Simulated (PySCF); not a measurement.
Start geometry of `Cc1ccncp1` from GFN2-xTB (Å):
```
atom  x, y, z in Å
C1    -2.032   -0.487    0.247
C2    -0.550   -0.285    0.140
C3    -0.063    0.876   -0.434
C4     1.291    1.148   -0.572
N5     2.275    0.357   -0.185
C6     2.038   -0.798    0.384
P7     0.502   -1.543    0.755
H8    -2.490   -0.464   -0.742
H9    -2.482    0.310    0.838
H10   -2.261   -1.442    0.716
H11   -0.773    1.611   -0.793
H12    1.610    2.076   -1.030
H13    2.930   -1.356    0.657
```

Task: What comes out of this run: PySCF, B3LYP/cc-pVDZ geometry optimisation, gas phase?

Result: 
```
atom  x, y, z in Å
C1    -2.151   -0.511    0.224
C2    -0.657   -0.310    0.114
C3    -0.156    0.858   -0.468
C4     1.206    1.135   -0.614
N5     2.226    0.353   -0.234
C6     1.970   -0.818    0.350
P7     0.418   -1.565    0.729
H8    -2.624   -0.487   -0.773
H9    -2.612    0.294    0.822
H10   -2.403   -1.472    0.697
H11   -0.864    1.610   -0.836
H12    1.499    2.080   -1.085
H13    2.862   -1.395    0.631
```

The energy falls by 1.6 kcal/mol over 5 energy and gradient evaluations, the largest force component goes from 0.0233 to 3.6e-04 Eh/bohr, and the atoms move by 0.031 Å rms after alignment. The bond that changes most is N5–C6 (pyridine-type nitrogen to aromatic CH next to a ring nitrogen), which lengthens by 0.024 Å. Bonds longer at the end by more than 0.005 Å: 13 of 13; shorter: 0. Among the angles that change most is C4–N5–C6, from 121.4° to 119.3°. Rotational constants go from 3773, 2348, 1460 to 3729, 2280, 1428 MHz. The orientation of the end geometry is arbitrary; only internal coordinates are fixed.

The run used 132 basis functions and 35 SCF cycles in all. Hardware: one thread of an Arm Neoverse V2, no GPU, on a shared host. Cost: 23 s wall, 0.58 GiB resident at most.

Not checked by B3LYP/cc-pVDZ frequencies.
